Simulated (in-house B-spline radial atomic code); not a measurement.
Values are calculated unless marked as measured or tabulated.
# Weak and strong correlation along the adiabatic connection

Two-electron singlets in several external potentials (atomic units), by full CI in B-splines with partial waves to l = 8 (correlation energies up to 0.6 % small). The repulsion is scaled by λ at fixed density; W(λ) is the mean repulsion less the Hartree energy, W(0) = E_x, and the area under W from 0 to 1 is E_xc.

One system gave this curve:

| λ | W (hartree) |
| --- | --- |
| 0 | -12.278 |
| 0.02 | -12.28 |
| 0.05 | -12.282 |
| 0.12 | -12.289 |
| 0.25 | -12.301 |
| 0.4 | -12.315 |
| 0.6 | -12.333 |
| 0.8 | -12.351 |
| 1 | -12.369 |
| 1.4 | -12.405 |
| 2 | -12.457 |
| 3 | -12.542 |
| 4.5 | -12.664 |
| 7 | -12.853 |
| 10 | -13.061 |

Q: Which system is it?
A. −Z/r, Z = 1.5, wall at 1.4 bohr
B. −Z/r, Z = 20
C. −V exp(−r²/w²), V = 4.32, w = 2.79
D. −Z/r, Z = 4.73, wall at 2.39 bohr

A: B. The exchange energy sets the size: −Z/r, Z = 20: E_x = -12.3, E_c = -0.0459; −Z/r, Z = 4.73, wall at 2.39 bohr: E_x = -2.73, E_c = -0.0444; −Z/r, Z = 1.5, wall at 1.4 bohr: E_x = -1.45, E_c = -0.0439; −V exp(−r²/w²), V = 4.32, w = 2.79: E_x = -0.696, E_c = -0.04 hartree.
